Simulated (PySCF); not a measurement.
Si(Cl)(Me)2(SH) (C2H7ClSSi), SMILES C[Si](C)(S)Cl.

The structure is a stationary point at B3LYP-D3(BJ)/def2-SVP. Other conformers were not sampled.

Two levels are set side by side: TDA-PBE/def2-SVPD (PySCF) and TDA-B3LYP/def2-SVPD (PySCF). Vertical, same geometry. The lowest singlet is HOMO→LUMO 99 % with PBE and HOMO→LUMO 88 % with the other functional; states are paired by order. Differences are taken from unrounded values.

```
quantity                              TDA-B3LYP
------------------------------------  ---------
lowest singlet excitation (eV)             5.84
lowest triplet excitation (TDA) (eV)       5.45
```

### Question
What does TDA-PBE give, and how far is it from TDA-B3LYP? (Estimate from the structure and the level; the computed values follow.)

### Answer

```csv
quantity,TDA-PBE,TDA-PBE minus TDA-B3LYP
lowest singlet excitation (eV),5.54,-0.30
lowest triplet excitation (TDA) (eV),5.24,-0.22
```

Functionals without exact exchange tend to place singlet excitations lower, as here. Differences between two approximate levels are no errors against the true value.

Rough cost on one machine, each run with all the roots and properties that it gave: TDA-B3LYP against TDA-PBE about 2 times.
